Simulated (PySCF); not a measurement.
H$_{9}$Si$_{5}$, doublet, geometry from GFN2-xTB, atoms displaced at random by about 0.08 Å a coordinate; HF/STO-3G, gradient (PySCF).

Input for PySCF:
```python
from pyscf import gto, scf

mol = gto.M(
    atom='''
Si    0.30931438    1.92924778    0.02391801
Si    1.93134552    0.51275037    0.50839333
Si    0.88078096   -1.69292882    0.22735781
Si   -1.29643689   -1.33392308   -0.24471206
Si   -1.72161222    0.92272893   -0.35757469
H    -0.01672628    3.08359653    1.02462969
H     2.67841479    0.69018958    1.75092972
H     2.91062301    0.55398680   -0.54126898
H     1.63943280   -2.65137976   -0.79992036
H     0.93389321   -2.43201681    1.33599286
H    -1.59180685   -1.79442377   -1.67332228
H    -2.18976811   -2.08361428    0.43844856
H    -2.32272167    1.23282267   -1.68340606
H    -2.94348048    1.21202964    0.59397684
''',
    basis='sto-3g',
    spin=1,
    verbose=4,
)

mf = scf.UHF(mol)
mf.conv_tol = 1e-6
mf.kernel()
g = mf.nuc_grad_method()
grad = g.kernel()
```

Question: Write the output that PySCF gives for this input, abridged.

Answer: 
```
PySCF version 2.14.0

[INPUT] verbose = 4
[INPUT] num. atoms = 14
[INPUT] num. electrons = 79
[INPUT] charge = 0
[INPUT] spin (= nelec alpha-beta = 2S) = 1
[INPUT] symmetry False subgroup None
[INPUT] Mole.unit = angstrom
[INPUT] Symbol           X                Y                Z      unit          X                Y                Z       unit  Magmom
[INPUT]  1 Si     0.309314380000   1.929247780000   0.023918010000 AA    0.584519464590   3.645749930625   0.045198488345 Bohr   0.0
[INPUT]  2 Si     1.931345520000   0.512750370000   0.508393330000 AA    3.649714084706   0.968957769569   0.960724157256 Bohr   0.0
[INPUT]  3 Si     0.880780960000  -1.692928820000   0.227357810000 AA    1.664434790131  -3.199171818183   0.429643993181 Bohr   0.0
[INPUT]  4 Si    -1.296436890000  -1.333923080000  -0.244712060000 AA   -2.449910659883  -2.520749292436  -0.462438772778 Bohr   0.0
[INPUT]  5 Si    -1.721612220000   0.922728930000  -0.357574690000 AA   -3.253375588504   1.743704964913  -0.675718233176 Bohr   0.0
[INPUT]  6 H     -0.016726280000   3.083596530000   1.024629690000 AA   -0.031608088283   5.827152920359   1.936269493198 Bohr   0.0
[INPUT]  7 H      2.678414790000   0.690189580000   1.750929720000 AA    5.061470401084   1.304269280229   3.308777634161 Bohr   0.0
[INPUT]  8 H      2.910623010000   0.553986800000  -0.541268980000 AA    5.500280340757   1.046883328624  -1.022850131923 Bohr   0.0
[INPUT]  9 H      1.639432800000  -2.651379760000  -0.799920360000 AA    3.098078991629  -5.010381598615  -1.511630401863 Bohr   0.0
[INPUT] 10 H      0.933893210000  -2.432016810000   1.335992860000 AA    1.764802396491  -4.595845701238   2.524660609774 Bohr   0.0
[INPUT] 11 H     -1.591806850000  -1.794423770000  -1.673322280000 AA   -3.008078989707  -3.390969476710  -3.162120827333 Bohr   0.0
[INPUT] 12 H     -2.189768110000  -2.083614280000   0.438448560000 AA   -4.138062004206  -3.937460338433   0.828547698110 Bohr   0.0
[INPUT] 13 H     -2.322721670000   1.232822670000  -1.683406060000 AA   -4.389307819892   2.329697206455  -3.181176409833 Bohr   0.0
[INPUT] 14 H     -2.943480480000   1.212029640000   0.593976840000 AA   -5.562371960203   2.290404074455   1.122453551935 Bohr   0.0

nuclear repulsion = 484.520932145932
number of shells = 34
number of NR pGTOs = 162
number of NR cGTOs = 54
basis = sto-3g
ecp = {}

******** <class 'pyscf.scf.uhf.UHF'> ********
method = UHF
initial guess = minao
damping factor = 0
level_shift factor = 0
DIIS = <class 'pyscf.scf.diis.CDIIS'>
diis_start_cycle = 1
diis_space = 8
diis_damp = 0
SCF conv_tol = 1e-06
SCF conv_tol_grad = None
SCF max_cycles = 50
direct_scf = True
direct_scf_tol = 1e-13
number electrons alpha = 40  beta = 39
Set gradient conv threshold to 0.001
init E= -1432.4156835699

cycle= 1 E= -1433.20886270476  delta_E= -0.793  |g|= 0.14  |ddm|= 2.91
cycle= 2 E= -1433.23813861698  delta_E= -0.0293  |g|= 0.0438  |ddm|= 0.37
cycle= 3 E= -1433.2420573251  delta_E= -0.00392  |g|= 0.0113  |ddm|= 0.166
cycle= 4 E= -1433.24238233608  delta_E= -0.000325  |g|= 0.0058  |ddm|= 0.0416
cycle= 5 E= -1433.24248564734  delta_E= -0.000103  |g|= 0.00264  |ddm|= 0.0277
cycle= 6 E= -1433.24250976485  delta_E= -2.41e-05  |g|= 0.000892  |ddm|= 0.016
cycle= 7 E= -1433.24251240209  delta_E= -2.64e-06  |g|= 0.000369  |ddm|= 0.00472
cycle= 8 E= -1433.24251287841  delta_E= -4.76e-07  |g|= 0.00015  |ddm|= 0.00193
Extra cycle  E= -1433.24251292273  delta_E= -4.43e-08  |g|= 0.000103  |ddm|= 0.000364
converged SCF energy = -1433.24251292273  <S^2> = 0.75633905  2S+1 = 2.006329

******** <class 'pyscf.grad.uhf.Gradients'> for <class 'pyscf.scf.uhf.UHF'> ********
unit = Eh/Bohr
--------------- UHF gradients ---------------
         x                y                z
0 Si     0.0484100012    -0.0617427921    -0.0290851001
1 Si     0.0005940009     0.0666409877     0.0016414255
2 Si    -0.0495303008    -0.0295397288     0.0765897100
3 Si    -0.0133273327    -0.0236132971     0.0970444776
4 Si     0.0507009630     0.0064998027    -0.0172840924
5 H    -0.0210140419     0.0440884904     0.0325515335
6 H     0.0143682163     0.0017132023     0.0136261212
7 H     0.0026805567    -0.0046587662    -0.0051358535
8 H     0.0352409656    -0.0498159552    -0.0396006248
9 H    -0.0040797018     0.0296179095    -0.0576231307
10 H    -0.0151143653    -0.0120466330    -0.0439337192
11 H     0.0273891026     0.0224684835    -0.0354593815
12 H    -0.0193659323     0.0058985983    -0.0255494750
13 H    -0.0569521317     0.0044896981     0.0322181093
----------------------------------------------
```
